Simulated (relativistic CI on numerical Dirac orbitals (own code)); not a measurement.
A reference radial Dirac CI calculation of Ge gave the lowest total energy -2095.88936 Ha in 24 SCF steps, from this input:

```
atom Ge  Z=32  charge=0  electrons=32
nucleus A=74  rms_radius_fm=4.0742
hamiltonian dirac-coulomb  breit=on  qed=on  c_scale=1
orbitals kli  potential=per-configuration
slater_scale 1
correlation none
mixing on
grid step=0.0125 r_max=149
scf mixing=0.4 start=green max_iterations=150 tolerance=2e-08 node_fill=0.05
configurations
  [Ar] 3d10 4s2 4p2
  [Ar] 3d10 4s2 4p 4d
end
```

One setting was then changed, and the output read:

```
SCF 1: [Ar] 3d10 4s2 4p2
 iter      energy (Ha)   residual   last orbital (Ha)
    1     -2093.699943   1.44e+00     -0.38377
    2     -2097.399345   2.65e-01     -0.22877
    3     -2097.397095   1.01e-01     -0.22376
    4     -2097.433184   4.68e-02     -0.24323
    5     -2097.412479   5.14e-03     -0.24064
    6     -2097.415580   1.16e-03     -0.24258
    7     -2097.415037   8.13e-05     -0.24255
    8     -2097.415059   5.16e-05     -0.24251
    9     -2097.415078   3.04e-06     -0.24252
   10     -2097.415077   2.11e-06     -0.24252
   11     -2097.415076   1.35e-08     -0.24252
SCF 2: [Ar] 3d10 4s2 4p 4d
 iter      energy (Ha)   residual   last orbital (Ha)
    1     -2093.834184   1.34e+00     -0.05989
    2     -2097.200131   2.68e-01     -0.05698
    3     -2097.204487   1.00e-01     -0.05725
    4     -2097.236546   3.57e-02     -0.05765
    5     -2097.213930   1.27e-02     -0.05720
    6     -2097.221319   1.25e-03     -0.05701
    7     -2097.220853   1.05e-04     -0.05691
    8     -2097.220792   1.99e-04     -0.05689
    9     -2097.220848   2.79e-05     -0.05689
   10     -2097.220836   3.14e-06     -0.05689
   11     -2097.220837   2.35e-07     -0.05689
   12     -2097.220837   7.77e-09     -0.05689
orbital energies (Ha): 3s -6.2758  3p1/2 -4.4245  3p3/2 -4.2708  3d3/2 -1.1531  3d5/2 -1.1325  4s -0.5143  4p1/2 -0.2482  4p3/2 -0.2425
configuration averages (Ha): Dirac-Coulomb, Breit, QED
  4p2                          -2097.415076    0.944132    0.637759
  4p 4d                        -2097.220837    0.944036    0.637819
levels: no., configuration, term, J, E (cm-1), weight
   1 4p2                    3P   0                0.0  1.00
   2 4p2                    3P   1              581.8  1.00
   3 4p2                    3P   2             1530.7  0.99
   4 4p2                    1D   2             9113.9  0.99
   5 4p2                    1S   0            21082.8  1.00
   6 4p 4d                  3F*  2            45486.3  0.64
   7 4p 4d                  3F*  3            46140.8  0.80
   8 4p 4d                  1D*  2            46194.0  0.36
   9 4p 4d                  3D*  1            46806.2  0.82
  10 4p 4d                  3F*  4            47390.1  1.00
  11 4p 4d                  3D*  2            47535.5  0.43
  12 4p 4d                  3D*  3            47972.0  0.82
  13 4p 4d                  3P*  2            48556.6  0.69
  14 4p 4d                  3P*  1            48777.7  0.85
lowest total energy -2095.856286 Ha
end: converged
```

**Question.** Which setting was changed?
A. configuration list
B. node fill of the KLI weights
C. charge
D. speed of light

**Answer.** B. The node fill of the KLI weights 0.5.
